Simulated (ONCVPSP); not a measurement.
# Cutoff test, Tc, ONCV

Tc (Z = 43), optimised norm-conserving Vanderbilt (ONCV), made with ONCVPSP 4.0.1 (PBE, fully relativistic). Core [Ar] 3d10, reference 4s2 4p6 4d5 (charge +2). Waves: 4s: rc 1.55 bohr, ncon 4, nbas 7, qcut 8.9 1/bohr, 2 projectors, debl 2 Ha; 4p: rc 1.35 bohr, ncon 4, nbas 8, qcut 5.2 1/bohr, 2 projectors, debl 3 Ha; 4d: rc 2.40 bohr, ncon 4, nbas 8, qcut 7.1 1/bohr, 2 projectors, debl 2.6 Ha; f scattering state at 0.32 Ha: rc 1.85 bohr, ncon 3, nbas 6, qcut 5.2 1/bohr, 2 projectors, debl 0.6 Ha. Local part: polynomial inside 1.25 bohr (lpopt 3, dvloc0 4 Ha). Core correction: polynomial model core, fcfact 0.25.

Open shells are filled in proportion to 2j + 1.

In the s channel the program set the typed energies aside and used -3.292, 0.250 Ha.

Task: For each optimised wave give the share of its norm inside rc, the residual kinetic energy above qcut (Ha) and the cutoffs (Ha) for errors of 10, 1, 0.1 and 0.01 mHa per electron.

Result:

```json
{"wave": "4s", "norm inside rc": "0.905", "residual KE": "3.4e-07", "10 mHa": "20.2", "1 mHa": "25.8", "0.1 mHa": "30.5", "0.01 mHa": "34.0"}
{"wave": "s projector 2", "norm inside rc": "0.044", "residual KE": "3.8e-07", "10 mHa": "16.7", "1 mHa": "24.1", "0.1 mHa": "29.8", "0.01 mHa": "34.1"}
{"wave": "4p j=3/2", "norm inside rc": "0.697", "residual KE": "3.2e-03", "10 mHa": "9.8", "1 mHa": "58.7", "0.1 mHa": "109.5", "0.01 mHa": "141.6"}
{"wave": "p projector 2 j=3/2", "norm inside rc": "0.041", "residual KE": "9.1e-04", "10 mHa": "8.7", "1 mHa": "12.8", "0.1 mHa": "41.5", "0.01 mHa": "99.3"}
{"wave": "4p j=1/2", "norm inside rc": "0.722", "residual KE": "2.4e-03", "10 mHa": "10.4", "1 mHa": "39.9", "0.1 mHa": "107.5", "0.01 mHa": "127.9"}
{"wave": "p projector 2 j=1/2", "norm inside rc": "0.041", "residual KE": "8.1e-04", "10 mHa": "9.2", "1 mHa": "13.1", "0.1 mHa": "41.3", "0.01 mHa": "100.3"}
{"wave": "4d j=5/2", "norm inside rc": "0.869", "residual KE": "5.4e-08", "10 mHa": "13.1", "1 mHa": "16.4", "0.1 mHa": "19.1", "0.01 mHa": "21.4"}
{"wave": "d projector 2 j=5/2", "norm inside rc": "0.141", "residual KE": "1.1e-06", "10 mHa": "13.9", "1 mHa": "17.8", "0.1 mHa": "20.9", "0.01 mHa": "23.1"}
{"wave": "4d j=3/2", "norm inside rc": "0.874", "residual KE": "5.8e-08", "10 mHa": "13.1", "1 mHa": "16.4", "0.1 mHa": "19.2", "0.01 mHa": "21.5"}
{"wave": "d projector 2 j=3/2", "norm inside rc": "0.142", "residual KE": "1.2e-06", "10 mHa": "14.0", "1 mHa": "17.9", "0.1 mHa": "20.9", "0.01 mHa": "23.1"}
{"wave": "f projector 1 j=7/2", "norm inside rc": "0.259", "residual KE": "7.2e-03", "10 mHa": "12.9", "1 mHa": "38.3", "0.1 mHa": "62.3", "0.01 mHa": "not reached"}
{"wave": "f projector 2 j=7/2", "norm inside rc": "0.252", "residual KE": "1.7e-02", "10 mHa": "14.5", "1 mHa": "26.8", "0.1 mHa": "65.2", "0.01 mHa": "not reached"}
{"wave": "f projector 1 j=5/2", "norm inside rc": "0.260", "residual KE": "7.3e-03", "10 mHa": "12.9", "1 mHa": "38.3", "0.1 mHa": "62.3", "0.01 mHa": "not reached"}
{"wave": "f projector 2 j=5/2", "norm inside rc": "0.253", "residual KE": "1.7e-02", "10 mHa": "14.5", "1 mHa": "26.8", "0.1 mHa": "65.2", "0.01 mHa": "not reached"}
```

The occupied waves need 59 Ha and 109 Ha for 1 and 0.1 mHa.
